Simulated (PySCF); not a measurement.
Choosing a molecule for a target property.

All species are isolated and taken at one optimised geometry, non-relativistic unless stated; the electronic structure was computed with PySCF and density fitting.

The conformers computed, where there is a choice (atom-mapped SMILES and torsion angles):
- `[CH3:1][SiH2:2]/[CH:3]=[C:4](\[Cl:5])[C:6](=[O:7])[CH:8]1[CH2:9][CH2:10]1`: C1–Si2–C3–C4 71°, C3–C4–C6–O7 -9°, C4–C6–C8–C9 144°
- `[CH3:1][CH:2]([CH3:3])[SiH2:4]/[N:5]=[CH:6]\[C:7]([F:8])([F:9])[F:10]`: C1–C2–Si4–N5 61°, C2–Si4–N5–C6 112°, N5–C6–C7–F8 -58°
- `[CH3:1][CH2:2][P:3]([CH:4]([CH3:5])[CH3:6])[CH:7]1[CH2:8][CH2:9]1`: C1–C2–P3–C4 -170°, C2–P3–C4–C5 -73°, C2–P3–C7–C8 163°
- `[CH2:1]=[CH:2][P@@:3](=[CH2:4])([CH3:5])[C:6]([CH3:7])([CH3:8])[CH3:9]`: C1–C2–P3–C4 -7°, C2–P3–C6–C7 -56°

Task: Wanted: HOMO–LUMO gap above 7 eV (PBE0/pcSseg-1) and smallest rotational constant above 0.5 GHz (GFN2-xTB), at GFN2-xTB geometries. Which candidate meets both?
A. `CC(C)[SiH2]/N=C\C(F)(F)F`
B. `CCP(C(C)C)C1CC1`
C. `C=C[P@](=C)(C(C)(C)C)C`
D. `C[SiH2]/C=C(\Cl)C(=O)C1CC1`

Result: B. Computed values:
| species | HOMO–LUMO gap | smallest rotational constant |
| --- | --- | --- |
| C=C[P@](=C)(C(C)(C)C)C | 4.73 eV | 0.996 GHz |
| C[SiH2]/C=C(\Cl)C(=O)C1CC1 | 5.50 eV | 0.436 GHz |
| CC(C)[SiH2]/N=C\C(F)(F)F | 5.99 eV | 0.577 GHz |
| CCP(C(C)C)C1CC1 | 7.65 eV | 0.726 GHz |
